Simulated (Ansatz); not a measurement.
Calculated with Ansatz (gas phase, PBE0-D4/def2-TZVP geometries, no zero-point term in ΔE). CCSD(T)/CBS adds triple-zeta CCSD(T) − MP2 to the extrapolated MP2 energy (def2 sets, frozen cores). Functionals use def2-TZVPP. B3LYP here is the variant with VWN-RPA as its local correlation; programs differ in this. For Se outer-core shells are correlated without core-valence functions, which leaves a few kJ/mol of doubt a bond. Scalar relativity is left out up to krypton. Each species was taken in one conformer, which may not be the lowest.

Consider the ligand exchange at a B–C bond: `BCOC#N` + `F[SiH2][SeH]` → `B[Se][SiH2]F` + `COC#N`.

`BCOC#N`:

```xyz
9

B     0.567    1.301   -0.784
C     0.206    0.172    0.210
O    -0.705   -0.808   -0.358
C    -1.033   -1.763    0.430
N    -1.345   -2.636    1.119
H     1.313    2.146   -0.389
H     0.127    1.333   -1.890
H     1.117   -0.342    0.546
H    -0.248    0.597    1.116
```

`F[SiH2][SeH]`:

Z-matrix (Å, degrees):
```
Si
Se 1 2.258
F 1 1.598 2 112.3
H 1 1.479 2 110.7 3 -119.2
H 1 1.479 2 106.0 3 117.8
H 2 1.469 1 92.7 3 77.5
```

`B[Se][SiH2]F`:

Z-matrix (Å, degrees):
```
Si
Se 1 2.276
F 1 1.597 2 110.1
H 1 1.478 2 109.8 3 -118.8
H 1 1.480 2 108.3 3 117.5
B 2 1.915 1 97.3 3 86.3
H 6 1.191 2 116.4 1 -178.9
H 6 1.191 2 120.8 1 1.5
```

`COC#N`:

```xyz
7

C    -0.260   -0.346   -0.725
O     0.637   -0.457    0.399
C     0.542    0.485    1.262
N     0.482    1.319    2.058
H    -1.293   -0.366   -0.376
H    -0.058    0.577   -1.269
H    -0.050   -1.211   -1.349
```

```json
{"level": "ωB97X-V", "ΔE (kcal/mol)": "-18.1"}
{"level": "ωB97M-V", "ΔE (kcal/mol)": "-18.0"}
{"level": "r2SCAN", "ΔE (kcal/mol)": "-19.2"}
{"level": "B3LYP", "ΔE (kcal/mol)": "-18.0"}
{"level": "HF/def2-TZVPP", "ΔE (kcal/mol)": "-17.1"}
{"level": "SCS-MP2/def2-TZVPP", "ΔE (kcal/mol)": "-20.4"}
{"level": "MP2/def2-QZVPP", "ΔE (kcal/mol)": "-21.2"}
{"level": "MP2/CBS(def2)", "ΔE (kcal/mol)": "-21.2"}
```

Q: What does CCSD(T)/CBS give? (An estimate is asked.)

A: The calculation gave: -20.1 kcal/mol. The listed levels differ from it by 2.0, 2.1, 0.9, 2.1, 3.0, -0.3, -1.1, -1.1 kcal/mol.

Largest T1 diagnostic among the species: 0.014.

The D4 term adds −0.7 kcal/mol with B3LYP and −0.4 kcal/mol with PBE0; it sums over pairs of atoms, weighted by their polarisabilities, and B3LYP, whose exchange is more repulsive, gets the larger term. In def2-TZVPP, CCSD(T) changes the Hartree–Fock value by −3.1 kcal/mol (the triples alone add −0.8 kcal/mol) and MP2 by −4.3 kcal/mol.
